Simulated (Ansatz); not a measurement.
C₃H₉NSi, SMILES `C/C(N)=C\[SiH3]`. Charge 0, multiplicity 1.

```xyz
14

C     1.061    0.197    1.041
C     0.365    0.645   -0.205
N     0.862    1.823   -0.713
C    -0.685   -0.006   -0.744
Si   -1.473   -1.523   -0.063
H     0.642   -0.730    1.430
H     2.126    0.030    0.850
H     0.981    0.964    1.817
H     0.574    2.075   -1.643
H     1.818    2.050   -0.499
H    -1.114    0.412   -1.653
H    -2.577   -1.936   -0.971
H    -2.053   -1.330    1.299
H    -0.527   -2.672    0.053
```

(1) Give the diagnostics of a CCSD(T)/def2-TZVPP run (frozen core, the Gaussian-basis code of Ansatz). (An estimate is asked.)

## Answers

(1) Computed: T1 = 0.0120, largest single amplitude 0.014, largest double 0.044, (T) share of the correlation energy 4.0 %, 9 CCSD cycles. The RHF solution is stable towards an unrestricted one. T1 lies under the customary mark of 0.02 for closed shells.
